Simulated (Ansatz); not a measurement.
# What each rung costs, and what it gives

The pair of Li⁺ (SMILES [Li+], atom 1) and CH6Si (SMILES C[SiH3], atoms 2–9), both closed shells, in one local arrangement (a lower one may exist), relaxed at PBE0-D4/def2-TZVP:

```csv
atom,x (Å),y (Å),z (Å)
Li1,-1.7000,1.2683,-1.8096
C2,-0.4001,0.2990,-0.4257
Si3,0.7703,-0.5751,0.8198
H4,-1.3918,-0.1524,-0.2845
H5,0.0123,0.1029,-1.4249
H6,-0.3838,1.3665,-0.1665
H7,0.2262,-0.3184,2.1705
H8,2.1101,0.0237,0.6393
H9,0.7567,-2.0144,0.4814
```

Interaction energies are counterpoise-corrected; the time is that of the whole pair.

Program: Ansatz 0.2.0. Basis: as named in each row. Cores are frozen in the correlated methods. The outer core shell of Li, Na, Mg and K is correlated. B3LYP uses VWN-RPA correlation. Extrapolation: Hartree–Fock as exp(−7.88 √X), correlation as X^−2.97.

Times are rough, for one single point on 2 threads of a shared host (Arm Neoverse V1).

The estimate by CCSD(T) at an estimated basis limit (MP2 extrapolated from triple and quadruple zeta, plus CCSD(T) − MP2 in triple zeta) is -0.786 eV.

```
   method        basis  time (s)  interaction energy (eV)  method less estimate
       HF       STO-3G   under 1                   -0.940                -0.154
   PBE-D4       STO-3G   under 1                   -1.080                -0.294
    SPW92     def2-SVP   under 1                   -0.836                -0.051
 B3LYP-D4        6-31G   under 1                   -0.731                 0.054
   PBE-D4     def2-SVP   under 1                   -0.790                -0.004
  PBE0-D4     def2-SVP   under 1                   -0.773                 0.012
  CCSD(T)     def2-SVP         1                   -0.647                 0.138
revPBE-D4  def2-TZVPPD         2                   -0.790                -0.004
   PBE-D4  def2-TZVPPD         2                   -0.830                -0.044
  BLYP-D4  def2-TZVPPD         3                   -0.820                -0.034
  PBE0-D4  def2-TZVPPD         3                   -0.831                -0.046
 HSE06-D4  def2-TZVPPD         4                   -0.832                -0.046
 B3LYP-D4  def2-TZVPPD         4                   -0.832                -0.047
  wB97M-V     def2-SVP         4                   -0.768                 0.017
r2SCAN-D4  def2-TZVPPD         4                   -0.756                 0.030
   B2PLYP  def2-TZVPPD         6                   -0.812                -0.026
  wB97X-V  def2-TZVPPD        10                   -0.800                -0.015
   B97M-V  def2-TZVPPD        11                   -0.729                 0.056
  wB97M-V  def2-TZVPPD        11                   -0.805                -0.019
      MP2  def2-QZVPPD        16                   -0.787                -0.001
  CCSD(T)  def2-TZVPPD        38                   -0.757                 0.029
```

The T1 diagnostic stays at or below 0.010.
